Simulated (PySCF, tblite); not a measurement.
Problem. Write Cartesian coordinates for InChI=1S/C4H9PS2/c6-5-1-3-7-4-2-5/h5H,1-4H2 as optimised with GFN2-xTB.

Solution. 
```
atom  x, y, z in Å
S1    -0.1708   -3.0641    1.1214
P2    -0.0043   -1.1721    0.8019
C3    -1.4983   -0.3335    0.1338
C4    -1.2924    1.1518   -0.1054
S5    -0.0611    1.4676   -1.4079
C6     1.4139    0.8352   -0.5496
C7     1.3484   -0.6665   -0.3356
H8     0.2758   -0.3662    1.9193
H9    -2.3119   -0.5058    0.8476
H10   -1.7607   -0.8497   -0.7969
H11   -2.2127    1.6180   -0.4579
H12   -0.9605    1.6606    0.8019
H13    1.5061    1.3695    0.3982
H14    2.2561    1.0989   -1.1893
H15    2.2863   -1.0424    0.0891
H16    1.1785   -1.1923   -1.2820
```

Orientation and origin are arbitrary. Atoms count from 1 in this order. P2 (phosphorus bonded to 2 C, S and H) is distorted tetrahedral (angles from 100.8° to 116.6°). Of the pairs four or more bonds apart, H12···H13 is among the closest relative to their van der Waals radii: 2.52 Å, 105 % of the sum of Bondi's values. The 6-membered ring P2–C3–C4–S5–C6–C7 has internal angles of 98.7° to 113.1° (sum 653°, against 720° for a flat polygon); it is puckered, 0.29 Å rms from its mean plane, widest ring torsion 67°.

Bonds between heavy atoms (Å): S1=P2 1.926, P2–C3 1.839, C3–C4 1.519, C4–S5 1.820, S5–C6 1.820, C6–C7 1.518, P2–C7 1.838.

Structure optimised with GFN2-xTB, isolated species.

Point group: Cs (tolerance 0.08 Å). Its GFN2-xTB frequencies are all real (lowest 84 cm⁻¹). The numbers are those of one conformer (S1–P2–C3–C4 -179°, P2–C3–C4–S5 65°, C3–C4–S5–C6 -67°, C4–S5–C6–C7 67°). 3 starts were optimised and ended at 0.00, 0.00 and 0.20 kcal/mol (GFN2-xTB); the lowest of these is shown.

All values are computed, not measured.
